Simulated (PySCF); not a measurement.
Ga(Me)(OH)2(MeCN), C₃H₈GaNO₂, singlet (GFN2-xTB optimised geometry):

```
15

Ga    -1.015    -1.502     0.000
C     -2.203    -1.893    -1.577
H     -2.137    -2.934    -1.891
H     -1.932    -1.261    -2.423
H     -3.235    -1.685    -1.305
O      0.754    -1.502     0.000
H      1.307    -1.522    -0.775
O     -1.611    -1.734     1.643
H     -1.016    -2.061     2.315
C     -1.149     2.534     1.817
C     -1.231     1.522     0.815
N     -1.307     0.720     0.000
H     -0.122     2.597     2.178
H     -1.806     2.265     2.644
H     -1.452     3.496     1.405
```

Method: PBE0/def2-TZVP (PySCF).

**Question.** What are the frontier orbital energies and the dipole moment?

**Answer.** HOMO-2 -7.98 eV, HOMO-1 -7.64 eV, HOMO -7.18 eV, LUMO -0.40 eV, LUMO+1 -0.06 eV; dipole moment 5.59 D.

On the same geometry PySCF with PBE/def2-TZVP gives HOMO-2 -6.32 eV, HOMO-1 -5.97 eV, HOMO -5.76 eV, LUMO -1.46 eV, LUMO+1 -1.14 eV; dipole moment 5.46 D.

Meta-Löwdin charges at PBE0/def2-TZVP: Ga1 0.88, C2 -0.60, H3 0.12, H4 0.12, H5 0.13, O6 -0.77, H7 0.34, O8 -0.77, H9 0.33, C10 -0.37, C11 0.22, N12 -0.16, H13 0.18, H14 0.18, H15 0.17.
